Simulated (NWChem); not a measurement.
System: C₅H₈; SMILES C=CC1CC1

The following NWChem deck was run.

```
start job
memory heap 200 mb stack 900 mb global 1100 mb
geometry units angstroms noautoz
  C     -0.119056    -2.239671     0.000000
  C      0.375078    -0.998821     0.000000
  C     -0.422654     0.240586     0.000000
  C      0.076520     1.454694    -0.746116
  C      0.076520     1.454694     0.746116
  H     -1.197828    -2.425061     0.000000
  H      0.537435    -3.112913     0.000000
  H      1.464854    -0.860823     0.000000
  H     -1.506565     0.085478     0.000000
  H      1.035043     1.368350    -1.265905
  H     -0.661644     2.068302    -1.269079
  H      1.035043     1.368350     1.265905
  H     -0.661644     2.068302     1.269079
end
basis spherical
  * library 6-31g*
end
dft
  xc b3lyp
  iterations 150
  mulliken
end
task dft energy
```

Structure relaxed at the PBE0/def2-SVP level.

Task: Predict the main results of this run. (B3LYP/6-31G* (spherical d).) Quantities: basis functions; energy (Ha); highest occupied level (eV); orbital gap (eV); dipole (D).

Result: 
```
Property                       Value
---------------------------  -------
number of basis functions         86
energy (Ha)                  -195.29
highest occupied level (eV)    -6.31
orbital gap (eV)                7.03
dipole (D)                      0.55
```
